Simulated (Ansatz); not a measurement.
Ansatz (a program for electronic structure) input:
A basis named .json is the Basis Set Exchange file of that set.

Ansatz 0.2 input:
```yaml
crystal:
  periodic: [false, false, false]
  atoms:
    - {symbol: Si, position_ang: [0.07517424, -0.46621636, 0.05137629]}
    - {symbol: F, position_ang: [-0.20525284, -1.57767369, -1.03997708]}
    - {symbol: F, position_ang: [0.64945693, -1.17719568, 1.34355920]}
    - {symbol: O, position_ang: [1.16311850, 0.52994270, -0.60252590]}
    - {symbol: C, position_ang: [1.75678846, 1.64854443, 0.05045331]}
    - {symbol: O, position_ang: [-1.29010571, 0.25760784, 0.51573911]}
    - {symbol: C, position_ang: [-2.17916714, 0.97096788, -0.33911931]}
    - {symbol: H, position_ang: [0.99642250, 2.30239937, 0.48476907]}
    - {symbol: H, position_ang: [2.32113044, 2.20580965, -0.69521650]}
    - {symbol: H, position_ang: [2.43555944, 1.31782375, 0.83899547]}
    - {symbol: H, position_ang: [-2.69421211, 0.28629098, -1.01576631]}
    - {symbol: H, position_ang: [-2.91387548, 1.47028245, 0.29011712]}
    - {symbol: H, position_ang: [-1.64513126, 1.72076905, -0.92811570]}
basis:
  gaussian:
    orbitals: aug-cc-pV_D+d_Z.json
magnetization: {spin_polarized: false}
correlation: {method: ccsd_t, electrons: outside_noble_gas}
output: {forces: true}
```

### Question
Predict the final energy.

### Answer
-718.31488 Eh (CCSD(T)/aug-cc-pV(D+d)Z). The basis has 224 functions. The run takes very roughly 70 core-minutes.
